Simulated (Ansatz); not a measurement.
Reaction (formal exchange of groups at a Te–Si bond): `F[SiH2][TeH]` + `[SiH3][SiH3]` → `[SiH3][SiH2][TeH]` + `F[SiH3]`

Computed with Ansatz on PBE0-D4/def2-TZVP structures; ΔE is electronic, products minus reactants. CCSD(T)/CBS is the MP2 limit (def2-TZVPP, def2-QZVPP) plus CCSD(T) − MP2 in def2-TZVPP, frozen cores. This one scheme is used for every species. DFT in def2-TZVPP. HSE06 is defined as in plane-wave codes. Elements past krypton have def2 core potentials. For Te outer-core shells are correlated without core-valence functions, which leaves a few kJ/mol of doubt a bond.

```
         level  ΔE (eV)
      PBE-QIDH    -0.01
           PBE     0.06
          PBE0     0.03
         HSE06     0.03
MP2/def2-TZVPP    -0.04
MP2/def2-QZVPP    -0.05
 MP2/CBS(def2)    -0.06
CCSD/CBS(def2)    -0.02
```

(1) What does CCSD(T)/CBS give? (Estimate.)

Largest T1 diagnostic among the species: 0.013.

Results:

(1) Ansatz gave: -0.03 eV. The listed levels differ from it by 0.02, 0.09, 0.06, 0.06, -0.01, -0.02, -0.03, 0.01 eV.

The D4 term adds −0.04 eV with B3LYP and −0.02 eV with PBE0; it sums over pairs of atoms, weighted by their polarisabilities, and B3LYP, whose exchange is more repulsive, gets the larger term. From BLYP to BHLYP (50 % exact exchange), in def2-TZVPP and without D4, ΔE moves by −0.04 eV. Leaving LDA and LC-ωPBE aside and taking each functional with its dispersion term where it has one, the values, not all of them listed here, spread over 0.07 eV, from BHLYP-D4 to B97M-V.

B3LYP here is the variant with VWN-RPA as its local correlation; programs differ in this.
